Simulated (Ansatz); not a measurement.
```xyz
12

C     1.2226   -0.3243    0.0200
C     0.0204    0.5561   -0.2393
N    -0.5109    0.3016   -1.5602
Sb   -1.5311    0.3541    1.3368
H     1.6792   -0.1009    0.9851
H     1.9685   -0.1763   -0.7679
H     0.9423   -1.3816    0.0242
H     0.3209    1.6062   -0.1964
H    -1.2868    0.9090   -1.7893
H    -0.8265   -0.6564   -1.6538
H    -0.4582    0.2629    2.6690
H    -1.5405   -1.3505    1.1717
```

The species carries charge 0 and has multiplicity 1. Sb takes the def2 core potential.

List the PBE/def2-TZVPP orbital energies in eV (the Gaussian-basis code of Ansatz). (Best estimate.)

The calculation gave: Occupied: -380.38, -270.04, -268.73, -149.10, -102.01, -101.99, -101.86, -32.39, -32.36, -32.26, -32.25, -32.19, -22.34, -18.24, -15.06, -13.70, -12.47, -10.94, -10.20, -9.17, -8.87, -8.31, -7.81, -6.22, -5.06. Lowest empty: -1.12, -0.66, 0.20, 1.03, 1.22, 1.30, 2.23, 2.34.
